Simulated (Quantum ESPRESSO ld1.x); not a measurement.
Values are calculated unless marked as measured or tabulated.
These are the eigenvalues of the occupied orbitals of an atom or ion with whole-number occupations (eV). Code: ld1.x of Quantum ESPRESSO 7.5. Model: Dirac Kohn-Sham, LDA (Slater exchange, Perdew-Zunger correlation), spin-unpolarised, spherical densities, point nucleus.

| orbital | eigenvalue |
|---|---|
| 1s1/2 | -73906.7 |
| 2s1/2 | -13024.4 |
| 2p1/2 | -12481.2 |
| 2p3/2 | -10951.1 |
| 3s1/2 | -3176.78 |
| 3p1/2 | -2933.52 |
| 3p3/2 | -2599.75 |
| 3d3/2 | -2191.48 |
| 3d5/2 | -2119.08 |
| 4s1/2 | -819.440 |
| 4p1/2 | -717.332 |
| 4p3/2 | -638.539 |
| 4d3/2 | -470.657 |
| 4d5/2 | -456.005 |
| 5s1/2 | -270.320 |
| 4f5/2 | -242.233 |
| 4f7/2 | -239.312 |
| 5p1/2 | -235.707 |
| 5p3/2 | -219.808 |

Which element is it, and in what charge state? The configuration may be excited. Open shells, if any, are shared by 2j + 1.

Answer. Z = 76, osmium, charge +11: Os11+ in [Kr] 4d10 4f14 5s2 5p3. The list shows which subshells hold electrons but not how many an open one holds; the 1s level, -2716 hartree, gives Z - s = 73.7 by -(Z - s)^2/2, which with screening and relativity narrows Z to a few neighbours, and the depths of the outer levels then fix element, charge and occupations together.
